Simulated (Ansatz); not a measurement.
A series at Si: from `O[Si](O)(O)F`, ligands are replaced one by one, each step taking up NH₃ and setting free H₂O; n counts the steps. Ansatz, PBE0-D4/def2-TZVP geometries. Each molecule was computed in one conformer, which needn't be the lowest.

CBS adds triple-zeta CCSD(T) − MP2 to the MP2 limit, frozen cores; atoms without spin–orbit coupling. 

```tsv
n	molecule	atomization energy, CCSD(T)/CBS (kJ/mol)
0	`O[Si](O)(O)F`	?
1	`N[Si](O)(O)F`	3676.6
2	`N[Si](N)(O)F`	3905.1
3	`N[Si](N)(N)F`	4124.2
```

Task: By hand: fit a straight line y = ȳ + b (n − n̄) to the 3 given rows and predict n = 0.

Result: n̄ = 2.000, ȳ = 3901.97; Σ(n − n̄)(y − ȳ) = 447.60, Σ(n − n̄)² = 2.000, so b = 223.80 kJ/mol a step. Prediction: 3901.97 + (223.80) × (-2.000) = 3454.4 kJ/mol.

Task: By hand: compare with the computed value, 3446.9 kJ/mol, and give the steps along the whole series.

Result: The line misses by -7.5 kJ/mol (computed minus predicted). Steps: 229.7, 228.5, 219.1 kJ/mol.

The steps differ by at most 10.6 kJ/mol, 4.7 % of a mean step, so the ligands' effects nearly add and a line is close. The miss is 1.1 % of the series' range. The energies themselves are unsure by some kJ/mol a bond, though much of that is common to the series.
